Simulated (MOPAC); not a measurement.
Input file for MOPAC: AM1 on BF-, 2S+1 = 2, a spin state set in the input, which need not be the lowest, a point of a bond scan (R = 1.329 Å). Charge -1.

```
AM1 1SCF PRECISE CHARGE=-1 UHF MS=0.5 THREADS=1
BF

B      0.00000000 1     0.00000000 1     0.00000000 1
F      0.00000000 1     0.00000000 1     1.32860600 1
```

Program output:

```
*******************************************************************************
 **                                                                           **
 **                              MOPAC v23.2.5                                **
 **                                                                           **
 *******************************************************************************
 ** MOPAC's Digital Object Identifier: https://doi.org/10.5281/zenodo.6511958 **
 **                                                                           **
 ** Please cite the open-source release paper for use of this MOPAC version:  **
 ** J. E. Moussa and J. J. P. Stewart (2026)                                  **
 ** MOPAC: An open-source semiempirical molecular orbital program             **
 ** J. Open Source Softw., 11(119), 8025, https://doi.org/10.21105/joss.08025 **
 *******************************************************************************

                              AM1 CALCULATION RESULTS

 *******************************************************************************
 *  AM1        - The AM1 Hamiltonian to be used
 *  UHF        - UNRESTRICTED HARTREE-FOCK CALCULATION
 *
 *
 *
 *                 CHARGE ON SYSTEM = -1
 *
 *
 *
 *  MS=        - IN MECI, MAGNETIC COMPONENT OF SPIN =  0.5
 *  PRECISE    - TIGHTER CRITERIA TO BE USED
 *  1SCF       - DO 1 SCF AND THEN STOP
 *  THREADS=1  - MULTI-THREADING NOT USED
 *  T=         - A TIME OF 172800.0 SECONDS REQUESTED
 *  DUMP=N     - RESTART FILE WRITTEN EVERY 7200.0 SECONDS REQUESTED
 *******************************************************************************
AM1 1SCF PRECISE CHARGE=-1 UHF MS=0.5 THREADS=1
 BF

   ATOM   CHEMICAL          X               Y               Z
  NUMBER   SYMBOL      (ANGSTROMS)     (ANGSTROMS)     (ANGSTROMS)

     1       B          0.00000000  *   0.00000000  *   0.00000000  *
     2       F          0.00000000  *   0.00000000  *   1.32860600  *



          CARTESIAN COORDINATES

    NO.       ATOM           X           Y           Z

     1         B          0.0000      0.0000      0.0000
     2         F          0.0000      0.0000      1.3286

  B: (AM1): M.J.S. DEWAR ET AL, ORGANOMETALLICS, 7, 513-521 (1988)
  F: (AM1): M.J.S. DEWAR AND E. G. ZOEBISCH, THEOCHEM, 180, 1 (1988).

           Empirical Formula: B F  =     2 atoms



      MOLECULAR POINT GROUP   :   C*v


          UHF CALCULATION, NO. OF ALPHA ELECTRONS =    6
                           NO. OF BETA  ELECTRONS =    5

 -------------------------------------------------------------------------------
 AM1 1SCF PRECISE CHARGE=-1 UHF MS=0.5 THREADS=1
 BF



     1SCF WAS SPECIFIED, SO BFGS WAS NOT USED
     SCF FIELD WAS ACHIEVED


                              AM1 CALCULATION
                                                       MOPAC v23.2.5 Linux




          FINAL HEAT OF FORMATION =          1.81032 KCAL/MOL =       7.57437 KJ/MOL


          COSMO AREA              =         61.34 SQUARE ANGSTROMS
          COSMO VOLUME            =         43.82 CUBIC ANGSTROMS

          IONIZATION POTENTIAL    =         -2.372591 EV
          ALPHA SOMO LUMO (EV)    =          2.373  9.827
          BETA  SOMO LUMO (EV)    =         -2.797 10.283
          NO. OF ALPHA ELECTRONS  =          6
          NO. OF BETA  ELECTRONS  =          5
          MOLECULAR WEIGHT        =         29.8084         POINT GROUP:  C*v

          MOLECULAR DIMENSIONS (Angstroms)

            Atom       Atom       Distance
            F     2    B     1     1.32861
            F     2    B     1     0.00000
            B     1    F     2     0.00000


          SCF CALCULATIONS        =          1





   ATOM   CHEMICAL          X               Y               Z
  NUMBER   SYMBOL      (ANGSTROMS)     (ANGSTROMS)     (ANGSTROMS)

     1       B          0.00000000  *   0.00000000  *   0.00000000  *
     2       F          0.00000000  *   0.00000000  *   1.32860600  *

                             CARTESIAN COORDINATES

   1    B        0.000000000     0.000000000     0.000000000
   2    F        0.000000000     0.000000000     1.328606000


           Empirical Formula: B F  =     2 atoms



      MOLECULAR POINT GROUP   :   C*v


          ALPHA EIGENVALUES
 -41.66842 -12.18168  -8.13608  -7.72074  -3.81484   2.37259   9.82696  14.27128


           BETA EIGENVALUES
 -41.36887 -11.55445  -7.68169  -7.48357  -2.79665  10.28317  11.14171  14.83498


              NET ATOMIC CHARGES AND DIPOLE CONTRIBUTIONS

  ATOM NO.   TYPE          CHARGE      No. of ELECS.   s-Pop       p-Pop
    1          B          -0.746545        3.7465     1.89317     1.85338
    2          F          -0.253455        7.2535     1.87945     5.37400
 DIPOLE           X         Y         Z       TOTAL
 POINT-CHG.     0.000     0.000     2.450     2.450
 HYBRID        -0.000     0.000     1.318     1.318
 SUM           -0.000     0.000     3.767     3.767


          ATOMIC ORBITAL ELECTRON POPULATIONS

     Atom    s        px        py        pz
    1  B   1.89317   1.06918   0.16526   0.61893
    2  F   1.87945   1.93082   1.83474   1.60845


                    (SZ)    =    0.500000
                    (S**2)  =    0.750887


          ATOMIC ORBITAL SPIN POPULATIONS

    Atom   Total    s     px     py     pz
         Atomic
    1  B  0.9409  0.012  0.931  0.007 -0.009
    2  F  0.0591  0.002  0.069 -0.007 -0.005

 **********************
 *                    *
 * JOB ENDED NORMALLY *
 *                    *
 **********************




 == MOPAC DONE ==
```

The run finished.

Cost: very roughly 0.020 core-seconds.
